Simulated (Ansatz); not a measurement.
System: TeF3, charge -1, multiplicity 1. 
Structure (B3LYP-D3(BJ)/def2-TZVP (Ansatz, an electronic-structure program) minimum search):
```xyz
4

Te    -0.0026    -0.2507     0.0681
F      2.0578    -0.1135     0.0136
F      0.0166     1.6278    -0.4422
F     -2.0597    -0.0657     0.0351
```
Charge -1, spin multiplicity 1.

Parts of the frozen-core correlation energy in def2-TZVPPD (Ansatz, hartree). Frozen orbitals: 12; correlated occupied orbitals by spin: 14 and 14; virtual: 153 and 153. Spin-orbit coupling is left out. In def2 rows, elements after Kr have scalar-relativistic effective core potentials.

| term | value |
|---|---|
| reference (HF) | -565.51409 |
| MP2 opposite-spin | -0.68944 |
| MP2 same-spin | -0.24575 |
| CCSD correlation | -0.93513 |
| (T) | -0.03366 |
| T1 diagnostic | 0.017 |
| largest doubles amplitude | 0.042 |
